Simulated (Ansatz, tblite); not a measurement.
Spin states of the cluster Be₃Te₂⁺ (the lowest doublet isomer of a short search), each relaxed with PBE-D4/def2-SVP in Ansatz. Electronic energies in the gas phase.

In the def2 sets Te takes a core potential, while STO-3G treats all electrons; there is no spin–orbit coupling. The xTB rows come from tblite. Correlated methods freeze 8 core orbitals; core or outer-core shells of Te are correlated, in sets that lack core-valence functions. The rows differ in basis, and correlated rows in double-zeta sets carry the largest basis error. In CCSD on the charge 1 quartet the largest single amplitude is 0.21, so its Hartree–Fock determinant may place the open shell otherwise than the density functionals do. The structure comes from a short search, and lower isomers may exist.

Doublet geometry (D3h within 0.1 Å):

```
atom   x (Å)   y (Å)   z (Å)
 Be1   1.017  -0.013  -0.870
 Be2  -1.245   0.237  -0.429
 Be3   0.228  -0.225   1.299
 Te4   0.266   1.907   0.283
 Te5  -0.266  -1.907  -0.283
```

Quartet geometry (C2v within 0.1 Å):

```xyz
5

Be    0.933    0.614    0.538
Be   -1.125    1.025    0.476
Be    0.925   -1.157   -0.591
Te   -0.599   -1.182    1.266
Te   -0.134    0.700   -1.688
```

⟨S²⟩: doublet 0.77 at PBE0-D4/def2-TZVP (pure 0.75), quartet 3.77 at PBE0-D4/def2-TZVP (pure 3.75).

Only these spin states were relaxed. The quartet has other bonds than the doublet, so the gap mixes isomer and spin.

| level | quartet − doublet (kJ/mol) | lowest of these |
| --- | --- | --- |
| HF/STO-3G | 254.1 | doublet |
| PBE-D4/def2-TZVP | 206.6 | doublet |
| revPBE-D4/def2-TZVP | 204.3 | doublet |
| PBE0-D4/def2-TZVP | 215.1 | doublet |
| RPA@PBE/def2-TZVP | 228.2 | doublet |
| CCSD/def2-SVP | 228.0 | doublet |

Question: Estimate the rows for GFN2-xTB, HF/def2-SVP, HF/def2-TZVP, r2SCAN-D4/def2-TZVP, PBE-QIDH/def2-TZVP, CCSD(T)/def2-SVP.

Answer: 
| level | quartet − doublet (kJ/mol) | lowest of these |
| --- | --- | --- |
| GFN2-xTB | 96.4 | doublet |
| HF/def2-SVP | 202.5 | doublet |
| HF/def2-TZVP | 195.7 | doublet |
| r2SCAN-D4/def2-TZVP | 204.2 | doublet |
| PBE-QIDH/def2-TZVP | 230.5 | doublet |
| CCSD(T)/def2-SVP | 227.6 | doublet |

The xTB methods have no spin-polarisation term.
